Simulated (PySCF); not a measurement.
# Radial density of Xe (xenon, neutral)

UHF, [Kr] 4d10 5s2 5p5 6s1, high-spin 3P determinant (an excited configuration). All numbers are calculated (PySCF 2.14, the spin-free X2C one-electron Hamiltonian (Gaussian nucleus), in aug-cc-pVQZ-DK3).

```json
{"r (bohr)": "0.0248", "4πr²ρ (e/bohr)": "66.64", "4πr²(ρα − ρβ)": "0.0082"}
{"r (bohr)": "0.0418", "4πr²ρ (e/bohr)": "62.51", "4πr²(ρα − ρβ)": "0.0213"}
{"r (bohr)": "0.0703", "4πr²ρ (e/bohr)": "88.05", "4πr²(ρα − ρβ)": "0.0240"}
{"r (bohr)": "0.118", "4πr²ρ (e/bohr)": "75.43", "4πr²(ρα − ρβ)": "-0.0061"}
{"r (bohr)": "0.199", "4πr²ρ (e/bohr)": "72.48", "4πr²(ρα − ρβ)": "0.0470"}
{"r (bohr)": "0.335", "4πr²ρ (e/bohr)": "52.39", "4πr²(ρα − ρβ)": "0.0023"}
{"r (bohr)": "0.563", "4πr²ρ (e/bohr)": "27.15", "4πr²(ρα − ρβ)": "0.1261"}
{"r (bohr)": "0.946", "4πr²ρ (e/bohr)": "19.21", "4πr²(ρα − ρβ)": "-0.0064"}
{"r (bohr)": "1.59", "4πr²ρ (e/bohr)": "5.751", "4πr²(ρα − ρβ)": "0.5696"}
{"r (bohr)": "2.68", "4πr²ρ (e/bohr)": "2.179", "4πr²(ρα − ρβ)": "0.3581"}
{"r (bohr)": "4.50", "4πr²ρ (e/bohr)": "0.3558", "4πr²(ρα − ρβ)": "0.2570"}
{"r (bohr)": "7.58", "4πr²ρ (e/bohr)": "0.09663", "4πr²(ρα − ρβ)": "0.0963"}
{"r (bohr)": "12.7", "4πr²ρ (e/bohr)": "0.0001897", "4πr²(ρα − ρβ)": "0.0002"}
```

Densities and radii are taken from the X2C orbitals without a picture-change correction, which distorts them close to the nucleus.

The outer electron is Rydberg-like, and this basis confines it to a smaller radius and binds it less than a complete one would.

Q: Where is the radial spin density 4πr²(ρα − ρβ) most negative, and why is it negative at all?

A: Around r = 0.946 bohr, down to -0.0064 e/bohr: exchange with the open shell polarises the paired shells in an unrestricted calculation.
